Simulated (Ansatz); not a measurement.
A run for Ansatz (a quantum-chemistry and plane-wave program): R-B3LYP-D3(BJ)/def2-TZVP on CH4 (SMILES C).

Ansatz 0.2 input:
```yaml
crystal:
  periodic: [false, false, false]
  atoms:
    - {symbol: C, position_ang: [0.00000000, 0.00000000, 0.00000000]}
    - {symbol: H, position_ang: [0.62910000, 0.62910000, 0.62910000]}
    - {symbol: H, position_ang: [-0.62910000, -0.62910000, 0.62910000]}
    - {symbol: H, position_ang: [0.62910000, -0.62910000, -0.62910000]}
    - {symbol: H, position_ang: [-0.62910000, 0.62910000, -0.62910000]}
basis:
  gaussian:
    orbitals: def2-TZVP
hamiltonian:
  xc: b3lyp
  dispersion: d3bj
relax: {f_tol: 0.004, max_steps: 120}
scf: {lower_state_search: off}
```

The log:

```
WARN ansatz: RAYON_NUM_THREADS=4 ignored (pool sized by the plan → 4); use --threads N
Functional definition: B3LYP
these checks for a lower state are left out or cut short: stability, starts, cluster_reference, orbital_swaps, neighbouring_geometries, increment
integrals: 0.01 GiB planned
356 factors; their error is unknown
mean field: 0.10 GiB planned
mean field evaluation 1: about -1097.5520 eV, gradient 5.0e1 eV
mean field evaluation 2: about -1095.4705 eV, gradient 5.4e1 eV
mean field evaluation 4: about -1103.0918 eV, gradient 6.8e-2 eV
mean field evaluation 8: about -1103.0821 eV, gradient 7.7e-4 eV
mean field -1103.08211623 eV, -40.5375200757 hartree, gradient 7.1e-7 eV, S^2 0.000000; 0 other end points of the search recorded, 0 dependent functions left out
the calculation of the forces begins
reference -1103.08229609 eV, -40.5375266852 hartree; 5, 5 occupied and 50, 50 virtual orbitals, 356 factors
relax step   1: F+E_penalty+E_count = -1103.13418472 eV  Δ(F+E_penalty+E_count) = +0.000e0 eV  max|allowed force component| = 8.227e-3 eV/Å  Δτ_max = 0.0000 Å  (13 SCF iters, accepted)
these checks for a lower state are left out or cut short: stability, starts, cluster_reference, orbital_swaps, neighbouring_geometries, increment
integrals: 0.01 GiB planned
356 factors; their error is unknown
mean field: 0.10 GiB planned
mean field evaluation 16: about -1103.0918 eV, gradient 2.5e-1 eV
mean field -1103.08212661 eV, -40.5375204568 hartree, gradient 1.8e-6 eV, S^2 0.000000; 0 other end points of the search recorded, 0 dependent functions left out
the calculation of the forces begins
reference -1103.08230644 eV, -40.5375270654 hartree; 5, 5 occupied and 50, 50 virtual orbitals, 356 factors
relax step   2: F+E_penalty+E_count = -1103.13419576 eV  Δ(F+E_penalty+E_count) = -1.104e-5 eV  max|allowed force component| = 2.253e-3 eV/Å  Δτ_max = 0.0003 Å  (16 SCF iters, accepted)
Total energy: -1103.13437559 eV, -40.5394405716 hartree
Atom 0 at     0.000000     0.000000    -0.000000 Å, force     0.000000    -0.000000    -0.000000 eV/Å
Atom 1 at     0.628924     0.628924     0.628924 Å, force    -0.002253    -0.002253    -0.002253 eV/Å
Atom 2 at    -0.628924    -0.628924     0.628924 Å, force     0.002253     0.002253    -0.002253 eV/Å
Atom 3 at     0.628924    -0.628924    -0.628924 Å, force    -0.002253     0.002253     0.002253 eV/Å
Atom 4 at    -0.628924     0.628924    -0.628924 Å, force     0.002253    -0.002253     0.002253 eV/Å
Dipole moment:    -0.000000     0.000000     0.000000 e Å
Checks for a lower state left out: stability, starts, cluster_reference, orbital_swaps, neighbouring_geometries, increment
```

The calculation finished and met its thresholds.

Cost: around 0.6 core-seconds (rough).
